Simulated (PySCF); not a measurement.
# Substituent effects on chemical shifts

Parent skeleton `[CH3:1][NH:2][CH:3]([CH3:4])[SiH2:5][CH3:6]`; one hydrogen on atom 3 is replaced by X. Hydrogens on one atom are averaged.

- NMR shieldings at PBE0/pcSseg-1/GIAO
- geometry from GFN2-xTB
- run in PySCF
- gas phase, a single conformation, no relativistic terms, rapidly exchanging positions averaged

Shifts are taken against calculated references (same method and geometry level): ¹³C (186.93 ppm), ²⁹Si (349.16 ppm), ¹H (31.72 ppm) vs TMS; ¹⁵N (267.73 ppm) against NH3.

(1) Order these by the shift of Si5, most shielded first.
A. X = isopropenyl
B. X = cPr
C. X = CHF2

(2) Order these by the shift of C6, most shielded first.
A. X = CHF2
B. X = cPr
C. X = isopropenyl

## Answers

(1) C (-29.9 ppm), B (-25.6 ppm), A (-23.9 ppm).

(2) A (-10.4 ppm), C (-8.8 ppm), B (-7.2 ppm).

Experimental scales use liquid or dissolved standards, which lie at an offset from isolated NH3 (liquid NH3: subtract about 20 ppm).
